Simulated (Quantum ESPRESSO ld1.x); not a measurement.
The numbers below are computed, except where a source is named.
Task: All-electron atom: Pm27+ in [Ar] 3d10 4s2 4p4. Level of theory: Dirac Kohn-Sham, PBE, spin-unpolarised, spherical densities, point nucleus; open shells are shared between the two j in proportion to 2j + 1 (ld1.x of Quantum ESPRESSO 7.5). Some entries of the table are withheld. Estimate them.

orbital,occ.,eigenvalue (eV),r(max) (bohr)
1s1/2,2,-45899.2,0.015
2s1/2,2,-8219.41,0.084
2p1/2,2,-7834.39,0.064
2p3/2,4,-7272.98,0.069
3s1/2,2,(1),0.237
3p1/2,2,(2),0.224
3p3/2,4,(3),0.235
3d3/2,4,-1901.13,0.188
3d5/2,6,-1875.67,0.191
4s1/2,2,-1079.80,0.524
4p1/2,1.33333,-1013.50,0.524
4p3/2,2.66667,-979.843,0.541

Result: 
(1) 3s1/2 eigenvalue (eV): -2461.28
(2) 3p1/2 eigenvalue (eV): -2297.62
(3) 3p3/2 eigenvalue (eV): -2181.69
